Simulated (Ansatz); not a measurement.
Calculation: frozen-core CCSD(T)/cc-pVDZ // PBE-D3(BJ)/def2-SVP run with Ansatz (an electronic-structure program). The restricted HF reference is unstable towards unrestricted orbitals.

Ansatz 0.2 input:
```yaml
crystal:
  periodic: [false, false, false]
  atoms:
    - { symbol: Si, position_ang: [-1.913012, -1.988476, -0.093259] }
    - { symbol: C, position_ang: [-0.968714, -0.341603, -0.007571] }
    - { symbol: C, position_ang: [-1.711017, 0.851702, -0.066366] }
    - { symbol: S, position_ang: [-3.492486, 0.763045, -0.099174] }
    - { symbol: C, position_ang: [-1.071066, 2.128035, -0.061366] }
    - { symbol: C, position_ang: [0.304512, 2.221271, -0.006807] }
    - { symbol: C, position_ang: [1.112635, 1.049719, 0.065458] }
    - { symbol: N, position_ang: [2.465676, 1.216943, 0.124607] }
    - { symbol: C, position_ang: [3.226779, 0.135605, 0.187075] }
    - { symbol: C, position_ang: [2.710289, -1.188003, 0.195076] }
    - { symbol: C, position_ang: [1.338501, -1.373424, 0.137592] }
    - { symbol: C, position_ang: [0.467196, -0.245112, 0.070311] }
    - { symbol: H, position_ang: [-3.012168, -2.003766, 0.934072] }
    - { symbol: H, position_ang: [-1.015992, -3.16097, 0.181935] }
    - { symbol: H, position_ang: [-2.521997, -2.163074, -1.456953] }
    - { symbol: H, position_ang: [-3.685877, 2.001435, -0.631964] }
    - { symbol: H, position_ang: [-1.684687, 3.0413, -0.094533] }
    - { symbol: H, position_ang: [0.820879, 3.19204, -0.007771] }
    - { symbol: H, position_ang: [4.319153, 0.299202, 0.235386] }
    - { symbol: H, position_ang: [3.394852, -2.047732, 0.24849] }
    - { symbol: H, position_ang: [0.916543, -2.388137, 0.145766] }
basis:
  gaussian: { orbitals: cc-pVDZ }
correlation:
  method: ccsd_t
```

Output:

```
Functional definition: HF
2091 factors; integrals over basis functions are off by at most 1.1e-3 eV
mean field evaluation 1: about -29572.2262 eV, gradient 3.9e1 eV
mean field evaluation 2: about -29572.7801 eV, gradient 3.9e1 eV
mean field evaluation 4: about -29578.1993 eV, gradient 6.7e0 eV
mean field evaluation 8: about -29578.3357 eV, gradient 4.1e-1 eV
mean field evaluation 16: about -29572.2253 eV, gradient 3.9e1 eV
mean field -29578.33717968 eV, -1086.9838424361 hartree, gradient 2.2e-6 eV, S^2 0.000000; 0 other end points of the search recorded, 0 dependent functions left out; unrestricted orbitals would lower it
20 core orbitals not correlated
reference -29578.33717968 eV, -1086.9838424361 hartree; 30, 30 occupied and 171, 171 virtual orbitals, 2091 factors
second order -42.71930323 eV of doubles, -0.00000000 eV of singles
cycle   1  -42.80557362 eV  change   -8.6e-2 eV  update   1.8e-1
cycle   2  -44.19099749 eV  change    -1.4e0 eV  update   6.0e-2
cycle   3  -44.51217135 eV  change   -3.2e-1 eV  update   2.6e-2
cycle   4  -44.51303125 eV  change   -8.6e-4 eV  update   8.0e-3
cycle   5  -44.51509479 eV  change   -2.1e-3 eV  update   4.1e-3
cycle   6  -44.51690144 eV  change   -1.8e-3 eV  update   1.2e-3
cycle   7  -44.51640396 eV  change    5.0e-4 eV  update   6.0e-4
cycle   8  -44.51622628 eV  change    1.8e-4 eV  update   2.2e-4
cycle   9  -44.51630301 eV  change   -7.7e-5 eV  update   1.1e-4
cycle  10  -44.51629281 eV  change    1.0e-5 eV  update   4.4e-5
perturbative correction -2.10231608 eV, -0.0772586910 hartree
Total energy: -29624.95578856 eV, -1088.6970447135 hartree
```

Cost: very roughly 16 core-minutes.
